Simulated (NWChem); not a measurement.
**Atomisation of BF$_{2}$**

```
B
F 1 1.3092
F 1 1.3092 2 121.12
```
Charge 0, spin multiplicity 2.

Everything below was run with NWChem. All single points use one geometry, from UB3LYP/def2-SVP, a minimum by its harmonic frequencies.

Basis set: def2-TZVP. The atomisation energy is electronic alone: no zero-point, thermal, spin-orbit or counterpoise terms. No value is extrapolated to the basis-set limit. Free atoms are single determinants with multiplicities F 2, B 2. Correlated methods freeze the same cores in atoms and molecule, 3 orbitals in all.

```tsv
method	atomisation energy (kcal/mol)	relative cost
MP2	308.0	4
CAM-B3LYP	300.5	10
TPSS	297.8	under 3
BHandHLYP	281.1	under 3
B3LYP	295.8	under 3
HF	228.4	under 3
PBE	310.4	under 3
PBE0	298.2	under 3
LDA (SVWN5)	353.0	1
```

The values span 124.6 kcal/mol, from HF (lowest) to LDA (SVWN5) (highest). Relative cost: rough, from shared machines, SCF included, LDA (SVWN5) = 1. Costs are the molecule's.

B3LYP has NWChem's definition, with VWN1-RPA local correlation. GW and range-separated runs recompute their integrals, the others keep them in memory, which bears on the times. The structure started from a generated list of species. The unpaired electrons of the parent sit in orbitals of symmetry a1 (C2v labels of the run); other states weren't searched. No SCF solution was tested for a lower state. Open-shell Hartree-Fock references start from PBE0 orbitals; any time given for them includes that run.
